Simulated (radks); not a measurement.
All-electron atom: Tb in [Xe] 4f9 6s2. All-electron calculation, Dirac Kohn-Sham, revPBE, spin-unpolarised, spherical densities, point nucleus; open shells fill j = l - 1/2 first. Program: a radial shooting solver on a logarithmic mesh with Libxc functionals.

Spin-orbit splittings of the eigenvalues, e(l+1/2) - e(l-1/2), with zeta = 2 splitting/(2l+1) and mean radii in bohr:

shell  occ.  splitting (eV)  zeta (eV)  <r> j=l-1/2  <r> j=l+1/2
2p        6           746.6      497.7      0.07589      0.08284
3p        6           154.1      102.8       0.2286       0.2418
3d       10           33.62      13.45       0.2141       0.2182
4p        6           34.28      22.85       0.5528       0.5829
4d       10               ?          ?       0.6178       0.6285
4f        9          0.7805     0.2230       0.9014       0.9246
5p        6           4.360      2.906        1.501        1.606

Estimate the 4d splitting.

Answer. 6.190 eV (zeta = 2.476 eV).
